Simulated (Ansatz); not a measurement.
`CB/C=C/O`, charge 0, multiplicity 1.

Question: Give a relaxed structure at PBE0-D4/def2-TZVP (Ansatz). (Best estimate.)

Answer: Ansatz gave: 
Z-matrix (Å, degrees):
```
C
B 1 1.568
H 1 1.092 2 117.2
H 1 1.097 2 109.3 3 123.0
H 1 1.097 2 109.3 3 -123.0
C 2 1.524 1 125.6 3 0.1
H 2 1.204 1 116.6 3 -179.9
C 6 1.341 2 121.7 1 -0.0
H 6 1.088 2 121.9 1 180.0
O 8 1.341 6 123.0 2 180.0
H 8 1.088 6 121.6 2 -0.0
H 10 0.961 8 110.3 6 180.0
```
Point group Cs.
This is one stationary point; other conformers may exist.
